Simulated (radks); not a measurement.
Ta4+, configuration [Xe] 4f14 6d1 (not the ground configuration).

All-electron calculation, Dirac Kohn-Sham, BLYP, spin-unpolarised, spherical densities, finite nucleus; open shells are shared between the two j in proportion to 2j + 1; Fermi nuclear charge, rms radius 5.3507 fm. Program: a radial shooting solver on a logarithmic mesh with Libxc functionals.

Energy parts (eV):
| part | energy |
|---|---|
| total | -425059.73 |
| kinetic | 476987.11 |
| electron-nucleus | -1056564.22 |
| Hartree | 163136.53 |
| exchange-correlation | -8619.15 |

Orbitals (lengths in bohr, moments of r in powers of bohr):
orbital  occ.  eigenvalue (eV)       <r^4>      <r>  small-component weight
1s1/2       2        -67310.83   6.209e-07  0.01867                7.56e-02
2s1/2       2        -11598.98  0.00009340  0.07834                1.71e-02
2p1/2       2        -11090.06  0.00005638  0.06487                1.72e-02
2p3/2       4        -9819.512  0.00008120  0.07271                1.55e-02
3s1/2       2        -2694.709    0.003465   0.2043                5.61e-03
3p1/2       2        -2467.960    0.003065   0.1942                5.55e-03
3p3/2       4        -2194.437    0.004017   0.2088                5.09e-03
3d3/2       4        -1810.607    0.002742   0.1829                4.97e-03
3d5/2       6        -1751.015    0.002978   0.1874                4.84e-03
4s1/2       2        -588.3663     0.08230   0.4587                1.84e-03
4p1/2       2        -494.8104     0.09038   0.4645                1.75e-03
4p3/2       4        -431.8089      0.1188   0.4976                1.57e-03
4d3/2       4        -277.8701      0.1554   0.5165                1.38e-03
4d5/2       6        -266.2984      0.1696   0.5280                1.33e-03
5s1/2       2        -121.3528       2.548    1.086                4.10e-04
5p1/2       2         -93.6209       3.784    1.188                3.41e-04
5p3/2       4         -84.2466       5.052    1.278                2.98e-04
4f5/2       6         -74.8883      0.5780   0.6275                9.18e-04
4f7/2       8         -72.8916      0.6197   0.6374                8.98e-04
5d3/2       0         -47.0548       15.81    1.662                1.74e-04
5d5/2       0         -46.0297       17.12    1.698                1.68e-04
6s1/2       0         -40.5645       63.84    2.464                9.83e-05
6d3/2     0.4         -21.3367       364.4    3.803                5.06e-05
6d5/2     0.6         -21.0829       381.6    3.848                4.99e-05

The highest occupied level is 6d5/2 at -21.083 eV. The configuration is held as typed, so some empty levels lie below it. The electron density at the nucleus is 1.313e+06 e/bohr^3.
